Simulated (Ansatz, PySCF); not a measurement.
Molecule: C₅H₅S (charge 0, doublet). It need not be the lowest isomer of its formula. SMILES: Cc1cc[c]s1
Geometry: optimised at B3LYP-D3(BJ)/def2-TZVP (Ansatz, a quantum-chemistry and plane-wave program).

Wanted: atomisation energy (electronic, to ground-state atoms), in eV. Valence correlation only, unless marked. UHF or UKS for open shells. No spin-orbit coupling. No relativistic terms. The coupled-cluster limit lacks core correlation, which all-electron functionals hold. Basis-set limits of correlation are two-point, X^-3; Hartree-Fock from the larger set. The bracket is a focal-point correction in the basis named.

```json
[
 {"level": "HF/cc-pV(Q+d)Z", "program": "Ansatz", "atomisation energy (eV)": "35.88", "minus last row": "-13.19"},
 {"level": "BLYP-D3(BJ)/def2-TZVPD", "program": "Ansatz + dftd3", "atomisation energy (eV)": "49.33", "minus last row": "0.26"},
 {"level": "BLYP-D4/def2-TZVPD", "program": "Ansatz + dftd4", "atomisation energy (eV)": "49.36", "minus last row": "0.29"},
 {"level": "r2SCAN-D3(BJ)/def2-TZVPD", "program": "Ansatz + dftd3", "atomisation energy (eV)": "49.89", "minus last row": "0.82"},
 {"level": "B97M-V/def2-TZVPD", "program": "Ansatz", "atomisation energy (eV)": "49.59", "minus last row": "0.52"},
 {"level": "PBE0-D4/def2-TZVPD", "program": "Ansatz + dftd4", "atomisation energy (eV)": "50.25", "minus last row": "1.18"},
 {"level": "PBE0/def2-TZVP", "program": "Ansatz", "atomisation energy (eV)": "49.99", "minus last row": "0.92"},
 {"level": "PBE0/def2-TZVPD", "program": "Ansatz", "atomisation energy (eV)": "50.00", "minus last row": "0.93"},
 {"level": "TPSSh-D3(BJ)/def2-TZVPD", "program": "PySCF + dftd3", "atomisation energy (eV)": "49.66", "minus last row": "0.59"},
 {"level": "TPSSh-D4/def2-TZVPD", "program": "PySCF + dftd4", "atomisation energy (eV)": "49.68", "minus last row": "0.61"},
 {"level": "r2SCANh-D4/def2-TZVPD", "program": "Ansatz + dftd4", "atomisation energy (eV)": "49.53", "minus last row": "0.46"},
 {"level": "r2SCANh/def2-TZVPD", "program": "Ansatz", "atomisation energy (eV)": "49.45", "minus last row": "0.38"},
 {"level": "M06-2X/def2-TZVPD", "program": "PySCF", "atomisation energy (eV)": "49.32", "minus last row": "0.25"},
 {"level": "HSE06-D4/def2-TZVPD", "program": "Ansatz + dftd4", "atomisation energy (eV)": "50.30", "minus last row": "1.23"},
 {"level": "wB97M-V/def2-TZVPD", "program": "Ansatz", "atomisation energy (eV)": "49.36", "minus last row": "0.29"},
 {"level": "B2GP-PLYP-D4/def2-TZVPD", "program": "Ansatz + dftd4", "atomisation energy (eV)": "48.73", "minus last row": "-0.34"},
 {"level": "B2PLYP/def2-TZVPD", "program": "Ansatz", "atomisation energy (eV)": "48.71", "minus last row": "-0.36"},
 {"level": "SCS-MP2/6-31G*", "program": "Ansatz", "atomisation energy (eV)": "44.80", "minus last row": "-4.27"},
 {"level": "CCSD/6-31G*", "program": "Ansatz", "atomisation energy (eV)": "44.50", "minus last row": "-4.57"},
 {"level": "CCSD(T)/cc-pV(T+d)Z", "program": "Ansatz", "atomisation energy (eV)": "47.74", "minus last row": "-1.33"},
 {"level": "RI-MP2/CBS(cc-pV(T+d)Z,cc-pV(Q+d)Z)+[CCSD(T)-MP2]/cc-pV(T+d)Z", "program": "Ansatz", "atomisation energy (eV)": "49.07", "minus last row": "0.00"}
]
```

The UHF reference is spin-contaminated (<S^2> 0.39 over the pure value in the largest basis).
